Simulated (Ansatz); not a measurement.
Mulliken charges of GaH4NO, SMILES `[NH2][GaH][OH]` from PBE/def2-TZVPP in Ansatz (PBE0-D4/def2-TZVP geometry).

| atom | x (Å) | y (Å) | z (Å) | charge (e) |
| --- | --- | --- | --- | --- |
| N1 | -0.653 | 1.104 | -0.459 | -0.381 |
| Ga2 | -0.142 | -0.450 | 0.302 | 0.319 |
| O3 | 1.590 | -0.804 | 0.025 | -0.384 |
| H4 | -0.021 | 1.690 | -0.976 | 0.161 |
| H5 | -1.584 | 1.478 | -0.419 | 0.148 |
| H6 | -1.077 | -1.393 | 1.109 | -0.036 |
| H7 | 1.888 | -1.625 | 0.419 | 0.173 |

Question: By hand: the dipole of these point charges (1 e Å = 4.8032 D).

Answer: Σ q r = (-0.279, 0.004, 0.075) e Å, of length 0.289 e Å = 1.39 D.

Question: How does the dipole of the full density compare? (An estimate is asked.)

Answer: Ansatz gave: (-0.212, -0.014, 0.067) e Å, 1.07 D; the point charges give 1.30 times that, at 5° from its direction.

Point charges leave out the atoms' own dipoles, such as those of lone pairs, and Mulliken's split depends on the basis, so the two needn't agree.
